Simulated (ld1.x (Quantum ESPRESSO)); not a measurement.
Cs: one change to a TM potential, before and after

```json
{
  "Element": "Cs (Z = 55)",
  "Generator": "ld1.x (Quantum ESPRESSO) 7.5",
  "Type": "norm-conserving Troullier–Martins (Kleinman–Bylander form)",
  "Functional": "LDA (PZ)",
  "Relativity": "scalar-relativistic",
  "Frozen core": "[Kr] 4d10 5s2",
  "Valence charge": "7",
  "Reference configuration": "5p6 5d0 6s0 6p0 (charge +1)",
  "Partial waves": "6s (bound, empty): rc 3.25 bohr; 5p (bound): rc 3.45 bohr; 5d (bound, empty): rc 4.20 bohr",
  "Local potential": "the d channel",
  "Core correction": "a·sin(br)/r model core inside 2.15 bohr"
}
```

Change: core correction a·sin(br)/r model core inside 3.56 bohr.

Cutoffs: the cutoffs (Ry, on a coarse ladder) from which the occupation-weighted sum of valence levels, in a spherical-Bessel basis at the reference potential, stays within 10 and 1 mRy of its value at 400 Ry; they do not see the model core or the augmentation charge, which bear on the density cutoff. Errors are all-electron minus pseudo energies relative to the spin-unpolarised reference configuration.

Task: Predict the effect on cutoff, ghosts and configuration errors.

Result: Both files are so soft that the ladder of cutoffs tells neither apart; both files keep a bound ghost (s); of the 8 tests that both files solve, the error grows in 0 and shrinks in 2 by more than 15 % and 0.3 meV (median size 11.8 → 11.3 meV). A wider model core is smoother and lowers the density cutoff, which this test does not measure.

| quantity | base | changed |
| --- | --- | --- |
| cutoff, loose | 10 Ry | 10 Ry |
| cutoff, tight | 12 Ry | 12 Ry |
| bound ghosts | s | s |
| error for 5p6 5d0 6s1 6p0, meV [ΔE -4.00 eV] | -29 | -26 |
| error for 5p6 5d0 6s0.5 6p0, meV [ΔE -2.44 eV] | -5.3 | -4.9 |
| error for 5p6 5d0 6s0 6p1, meV [ΔE -2.52 eV] | +9.0 | +9.0 |
| error for 5p6 5d1 6s0 6p0, meV [ΔE -2.28 eV] | -2.1 | -0.8 |
| error for 5p6 5d0.5 6s0.5 6p0, meV [ΔE -3.13 eV] | -15 | -14 |
| error for 5p5 5d0 6s1 6p0, meV [ΔE 13.99 eV] | -149 | -121 |
| error for 5p6 5d0 6s1 6p0 (spin-polarised), meV [ΔE -4.11 eV] | -36 | -31 |
| error for 5p6 5d0 6s0.5 6p0 (spin-polarised), meV [ΔE -2.48 eV] | -6.4 | -5.7 |
| s: phases at 4.53 bohr within 0.05 rad from the reference energy up to (Ry; the scan ends near 5) | n/a | n/a |
| p: phases at 4.53 bohr within 0.05 rad from the reference energy up to (Ry; the scan ends near 5) | -0.2 | -0.2 |
| d: phases at 4.53 bohr within 0.05 rad from the reference energy up to (Ry; the scan ends near 5) | 0.6 | 0.6 |

 A true bound ghost makes a file unfit for plane-wave use even where its test errors are small: the radial tests pick states by their node count and pass the ghost by.
